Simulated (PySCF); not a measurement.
Level of theory: PySCF, PBE0, basis W def2-TZVP with ECP60, O def2-TZVP, Cl def2-TZVP (scalar-relativistic core potentials, no spin–orbit coupling, density fitting). Open shells, if any, are unrestricted.

Q: What spin state, shape and geometry does isolated WOCl2 take (every ligand bound to W)?

A: Formally W is in oxidation state +4, d2, with 2 unpaired electrons (the high-spin count). The Mulliken spin on W is 2.11. The polar-tensor charge on W, 1.75, is far below the formal one. The lowest minimum found is a triplet of C2v symmetry with W–Cl 2.273 Å (×2), W–O 1.677 Å; Cl–W–Cl 122.2°, Cl–W–O 118.9° (×2). Its harmonic wavenumbers are 101 (a1), 109 (b1), 189 (b2), 397 (a1), 413 (b2), 1065 (a1) cm⁻¹ and its dipole moment is 0.68 D.

This need not be the most stable arrangement of these atoms. Other spin states or occupations of the open shell can lie lower. Spin–orbit coupling, left out here, can matter for elements this heavy.
